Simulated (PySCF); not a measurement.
Structure from 2D NMR

Compound of formula C$_{7}$H$_{4}$ClFO. Correlations simulated from computed shifts and the bond graph:

HSQC (one-bond C–H):
```csv
δH,δC
8.53,140.8
7.92,143.8
7.54,129.4
7.50,124.5
```

COSY cross peaks (H two or three bonds apart, from the bond graph; peaks can be absent where the dihedral angle is near 90°):
```csv
δH,δH
8.53,7.54
7.92,7.54
7.92,7.50
```

HMBC (two and three bonds, from the bond graph):
```csv
δH,δC
8.53,"173.9, 173.4, 143.8, 129.4, 124.2"
7.92,"173.4, 140.8, 129.4, 124.5"
7.54,"143.8, 140.8, 124.5, 124.2"
7.50,"173.4, 143.8, 129.4, 124.2"
```

Carbons without hydrogens: δ 173.9, 173.4, 124.2.

- geometry: GFN2-xTB
- σ from GIAO-PBE0/pcSseg-1
- code: PySCF 2.14.0 with density-fitted response routines
- one conformer, relativity neglected, in vacuum

Chemical shifts δ = σref − σ; ¹H and ¹³C vs TMS, all at this level.

Exchangeable hydrogens are left out of these lists.

Problem. Work out the connectivity.

Solution. `c1cc(C(=O)Cl)c(F)cc1`.

Atoms are numbered as in `[O:1]=[C:2]([Cl:3])[c:4]1[cH:5][cH:6][cH:7][cH:8][c:9]1[F:10]`; H(Xn) means a hydrogen on atom n.

- δC 173.9 is C2, a carbonyl carbon.
- δC 173.4 is C9, an aromatic carbon bearing fluorine.
- δC 143.8 is C7, an aromatic CH (δH 7.92).
- δC 140.8 is C5, an aromatic CH (δH 8.53).
- δC 129.4 is C6, an aromatic CH (δH 7.54).
- δC 124.5 is C8, an aromatic CH (δH 7.50).
- δC 124.2 is C4, a substituted aromatic carbon.
- HMBC from δH 8.53 reaches the proton-free carbons C2, C9, C4.
- HMBC from δH 7.92 reaches the proton-free carbon C9.
- HMBC from δH 7.54 reaches the proton-free carbon C4.
- HMBC from δH 7.50 reaches the proton-free carbons C9, C4.
- COSY links 8.53–7.54, 7.92–7.54, 7.92–7.50.

This is the structure that produced the data.

Carbons that carry Cl, above all several Cl atoms, come out too deshielded, partly because spin–orbit coupling is missing. Shifts are as computed. Against solution values, carbons near 30 ppm lie about +3 ppm off and those near 130 ppm about +5 ppm; carbons on Cl a further +6 ppm. Of 1211 compounds with measured shifts, 218 miss one by over three times the rms of a fit or turn the order of signals round; such compounds aren't used in these exercises.
